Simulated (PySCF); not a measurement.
GeOBr2, SMILES [O]=[Ge]([Br])[Br]. Coordinates come from a B3LYP-D3(BJ)/def2-SVP optimisation.

**Question.** Give the equilibrium geometry at B3LYP-D3(BJ)/def2-SVP (PySCF confirms it by a frequency run) as a Z-matrix, and its point group. (The exact figures need the calculation; the answer reports its results.)

**Answer.** point group C2v.
```
Ge
O 1 1.6346
Br 1 2.2942 2 125.82
Br 1 2.2942 2 125.82 3 180.00
```
Charge 0, spin multiplicity 1.
